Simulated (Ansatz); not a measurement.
Cost and result up the ladder for ZnF₂ (3 atoms). The state is a singlet with charge 0. Geometry: PBE-D4/def2-TZVP.

```xyz
3

Zn    0.000    0.000   -0.001
F    -1.103    1.307   -0.347
F     1.103   -1.306    0.348
```

Ansatz on 4 threads of Arm Neoverse V2 on a shared host. Times are rough, and most runs start from the orbitals of an earlier one. ωB97X-V/def2-TZVP serves as the yardstick here, not as an exact answer. Differences are given only for rows in sets of like size (and for xTB, whose basis is part of the method), since another set adds its own error. Binding counts from free atoms at the same level (Zn singlet, F doublet; other spins of the atoms weren't run), without zero-point energy or a counterpoise term.

The 6-31G sets use Cartesian d functions. LC-ωPBE has ω = 0.4 bohr⁻¹. HSE06 is defined as in plane-wave codes, on full-range PBE exchange. Correlated methods freeze 11 core orbitals.

Correlated methods converge slowly with the basis.

```tsv
level	functions	wall time
HF/STO-3G	28	0.1 s
HF/6-31G	47	0.15 s
PBE0-D4/def2-SVP	59	0.4 s
PBE-D4/def2-TZVP	110	0.45 s
MP2/def2-TZVP	110	0.5 s
LC-ωPBE/def2-TZVP	110	0.65 s
HSE06-D4/def2-TZVP	110	0.7 s
PBE0-D4/def2-TZVPD	131	0.85 s
RPA@PBE/def2-TZVP	110	0.9 s
PBE-QIDH/def2-TZVP	110	1.1 s
ωB97X-V/def2-TZVP	110	1.4 s
r2SCAN-D4/def2-TZVPD	131	1.5 s
CCSD(T)/def2-TZVPP	126	2.1 s
CCSD(T)/def2-TZVPD	131	2.2 s
```

(1) Estimate what each level gives for the binding energy per atom (eV).

Answers

(1) 
```tsv
level	binding energy per atom (eV)	difference from ωB97X-V/def2-TZVP (eV)
HF/STO-3G	1.71	–
HF/6-31G	1.76	–
PBE0-D4/def2-SVP	2.65	–
PBE-D4/def2-TZVP	2.81	0.04
MP2/def2-TZVP	2.94	0.17
LC-ωPBE/def2-TZVP	2.87	0.10
HSE06-D4/def2-TZVP	2.66	-0.11
PBE0-D4/def2-TZVPD	2.68	-0.09
RPA@PBE/def2-TZVP	2.40	-0.37
PBE-QIDH/def2-TZVP	2.72	-0.05
ωB97X-V/def2-TZVP	2.77	0.00
r2SCAN-D4/def2-TZVPD	2.79	0.02
CCSD(T)/def2-TZVPP	2.66	-0.11
CCSD(T)/def2-TZVPD	2.74	-0.03
```
